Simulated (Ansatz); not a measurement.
System: sum formula H₈Si₃O₄, net charge 0, singlet state. 
Structure (B3LYP-D3(BJ)/def2-TZVP (Ansatz, a first-principles code) minimum search):
SMILES: O[Si](O)(O[SiH3])O[SiH3]
```xyz
15

O     -0.7783    -1.9562     0.1657
Si    -0.0314    -0.6067    -0.3757
O      0.6370    -0.7764    -1.8578
O     -1.1750     0.5391    -0.4119
Si    -2.4847     1.1025     0.4054
O      1.1916    -0.2169     0.6115
Si     2.5760     0.6652     0.6892
H     -0.2366    -2.7183     0.3835
H      0.0507    -0.8790    -2.6110
H     -3.6821     0.3091     0.0511
H     -2.2547     1.0251     1.8658
H     -2.6913     2.5119     0.0092
H      3.6933    -0.0921     0.0833
H      2.8687     0.9200     2.1158
H      2.4087     1.9529    -0.0218
```
Charge 0, spin multiplicity 1.

Dipole moments at this geometry, in debye (magnitudes).

| level | program | dipole (D) |
|---|---|---|
| PBE/def2-TZVPD | Ansatz | 0.94 |
| BLYP/def2-TZVPD | Ansatz | 0.93 |
| B3LYP/def2-TZVPD | Ansatz | … |
| PBE0/def2-TZVPD | Ansatz | 0.91 |
| r2SCANh/def2-TZVPD | Ansatz | 0.95 |
| HSE06/def2-TZVPD | Ansatz | 0.91 |
| CAM-B3LYP/def2-TZVPD | Ansatz | 0.88 |
| wB97M-V/def2-TZVPD | Ansatz | 0.94 |
| wB97X-V/def2-TZVPD | Ansatz | 0.90 |
| CCSD(T)/aug-cc-pV(D+d)Z | Ansatz | … |

Question: Fill in the missing entries.

Answer: 
- B3LYP/def2-TZVPD, dipole (D): 0.90
- CCSD(T)/aug-cc-pV(D+d)Z, dipole (D): 0.89
